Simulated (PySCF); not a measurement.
## Electric field gradients and quadrupole coupling constants

Compound: Al(AsH3)H3.
Cartesian coordinates in Å at the PBE0-D3(BJ)/def2-SVP level; atoms count from 1:
```xyz
8
AlAsH6 angstrom
Al    -0.0056    0.0120   -1.5273
As     0.0023   -0.0031    1.0986
H      0.7711    1.0518    1.8581
H      0.5478   -1.2091    1.8257
H     -1.2988    0.1151    1.8562
H      1.5848   -0.0255   -1.7036
H     -0.7702    1.4064   -1.7047
H     -0.8315   -1.3476   -1.7032
```

Field gradients from the PBE0/pcSseg-1 (pcSseg-2 on Al) density (PySCF, non-relativistic), principal values in atomic units, ordered |Vxx| ≤ |Vyy| ≤ |Vzz|:

```csv
atom,Vxx,Vyy,Vzz
Al1,-0.5219,-0.5252,1.0472
As2,1.0808,1.0842,-2.1651
```

Find the asymmetry η = (Vxx − Vyy)/Vzz and the couplings χ = eQV/h (234.96 MHz × Q in barn × V in au), with Q(27Al) = 0.1466 b, Q(75As) = 0.314 b.

| atom | environment | nucleus | η | χzz (MHz) | χxx (MHz) | χyy (MHz) |
| --- | --- | --- | --- | --- | --- | --- |
| Al1 | aluminium bonded to As and 3 H | 27Al | 0.00 | 36.07 | -17.98 | -18.09 |
| As2 | arsenic bonded to Al and 3 H | 75As | 0.00 | -159.7 | 79.7 | 80.0 |

The gradient is axial or nearly so (η below 0.05) at Al1 and As2. 

What is Vzz at As2 in SI units (1 au = 9.71736 × 10²¹ V/m²)?

-2.1651 au = -21.039 × 10²¹ V/m².

Were the hydrogens deuterons (Q(2H) = 0.00286 b), χzz would run from 67 kHz (H8, H6 and H7) to 104 kHz (H4, H3 and H5).

Geometry: PBE0-D3(BJ)/def2-SVP; no solvent, vibrations or thermal averaging. The calculation is non-relativistic, for arsenic too. The basis is small and wasn't made for field gradients, so the couplings can be 20 % off.
